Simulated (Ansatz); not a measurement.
`O[SiH](O)O[SiH](O)Cl` + HCl → `O[SiH](Cl)Cl` + `O[SiH](O)O`  (ligand exchange at the Si–O bond)

Gas-phase electronic energies from Ansatz, PBE0-D4/def2-TZVP geometries. CCSD(T)/CBS adds triple-zeta CCSD(T) − MP2 to the extrapolated MP2 energy (def2 sets, frozen cores). This one scheme is used for every species. DFT in def2-TZVPP. B3LYP here is the variant with VWN-RPA as its local correlation; programs differ in this. Each species was taken in one conformer, which may not be the lowest.

```csv
level,ΔE (eV)
PBE0-D4,0.26
ωB97X-V,0.31
B3LYP,0.28
HF/def2-TZVPP,0.38
```

Task: What does CCSD(T)/CBS give? (An estimate is asked.)

Result: Computed: +0.34 eV. The listed levels differ from it by -0.08, -0.03, -0.06, 0.04 eV.

Largest T1 diagnostic among the species: 0.011.

The D4 term adds +0.09 eV with B3LYP and +0.06 eV with PBE0; it sums over pairs of atoms, weighted by their polarisabilities, and B3LYP, whose exchange is more repulsive, gets the larger term. From PBE to PBE0 (25 % exact exchange), in def2-TZVPP and without D4, ΔE moves by +0.04 eV.
